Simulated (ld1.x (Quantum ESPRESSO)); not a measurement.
## Transferability test, PAW potential for Cr (Z = 24)

chromium, PAW, made with ld1.x (Quantum ESPRESSO) 7.5 (PBE, scalar-relativistic). Core [Ne], reference 3s2 3p6 3d5 4s1 4p0. Waves: 3s (bound): rcut 1.20, rcutus 1.40 bohr; 4s (bound): rcut 1.20, rcutus 1.40 bohr; 3p (bound): rcut 1.35, rcutus 1.65 bohr; 4p (bound, empty): rcut 1.35, rcutus 1.65 bohr; 3d (bound): rcut 1.35, rcutus 1.55 bohr; 3d channel at 1.15 Ry: rcut 1.35, rcutus 1.55 bohr. Local part: all-electron potential smoothed inside 1.15 bohr (lloc = -2). Core correction: a·sin(br)/r model core inside 0.75 bohr. Augmentation charge: BESSEL, radius 1.35 bohr.

Energies are relative to the spin-unpolarised reference configuration 3s2 3p6 3d5 4s1 4p0; without spin polarisation the order of configurations can differ from experiment. The frozen-core shift is the all-electron ΔE with the core orbitals held at their reference shape minus the fully relaxed ΔE.

```csv
valence configuration,charge,ΔE all-electron (eV),error AE − PS (meV),frozen-core shift (meV)
3s2 3p6 3d5 4s0 4p0,+1,6.901,-0.9,+1.1
3s2 3p6 3d4 4s0 4p0,+2,22.953,-0.4,-0.5
3s2 3p6 3d3 4s0 4p0,+3,53.702,-4.8,-3.0
3s2 3p6 3d5.5 4s0.5 4p0,0,0.726,-0.4,+0.8
3s2 3p6 3d2 4s0 4p0,+4,102.062,-31,-5.5
```

Q: What are ΔE and the potential's error for 3s2 3p6 3d4 4s1 4p0?

A: ΔE = 7.987 eV all-electron; the error (AE − PS) is +0.1 meV.

Q: What are ΔE and the potential's error for 3s2 3p6 3d4 4s2 4p0?

A: ΔE = -0.100 eV all-electron; the error (AE − PS) is +0.5 meV.

A variational frozen-core shift is positive and of second order in the change. This column holds negative values, so the frozen-core run of ld1.x carries numerical noise or an error of first order here, and the column gives no more than the rough size of the effect.
